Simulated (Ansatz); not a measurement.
**Competing steps**

Reactants: Si₂H₆SO ([OH][SiH]([SiH3])[SH]) (brackets give SMILES or just the links). Saddle points were found for several chosen steps; others may exist. Gas-phase electronic energies, without zero-point energy, by CCSD(T) at an estimated basis limit (MP2 extrapolated from triple and quadruple zeta, plus CCSD(T) − MP2 in triple zeta); Ansatz 0.2.0, def2-TZVPP and QZVPP, frozen cores, on PBE0-D4/def2-TZVP structures. Extrapolation: Hartree–Fock as exp(−7.88 √X), correlation as X^−2.97. No counterpoise correction.

Q: Rank the steps by the energy of their saddle points, lowest first, and give each saddle's height above the lowest. (Judge from chemistry; the value comes from the calculation.)
A. 1,2-elimination, to Si₂H₄O ([O][SiH][SiH3]) + H₂S, still joined by a dative S–Si bond (breaks or loosens H–O, S–Si; forms H–S)
B. 1,2-elimination, to Si₂H₄S ([SiH3][SiH][S]) + H₂O, still joined by a dative O–Si bond (breaks or loosens H–S, O–Si; forms H–O)

A: By the calculation: B (0.0 kJ/mol), A (64.6 kJ/mol). Heights count from the lowest.

The lowest of these saddles lies at 160.8 kJ/mol relative to the reactant.

Q: Does the lowest of these saddles lead to the lowest end structure (the products still in contact)? (Judge from chemistry; the calculation decides.)

A: Computed: Yes. Relative to the reactant, the ends lie at 137.8 (Si₂H₄S ([SiH3][SiH][S]) + H₂O); 205.7 (Si₂H₄O ([O][SiH][SiH3]) + H₂S) kJ/mol.

T1 diagnostic: at most 0.018.

For scale, one of the runs: CCSD(T)/def2-TZVPP, 241 basis functions, launched by `ansatz run in.yaml --threads 4 --pin off --events-out ev --progress --plain --max-ram 9574MiB`. The run took 96 s on 4 CPU threads of an Arm Neoverse V1 (shared host), with 4.2 GiB of host memory at its peak.
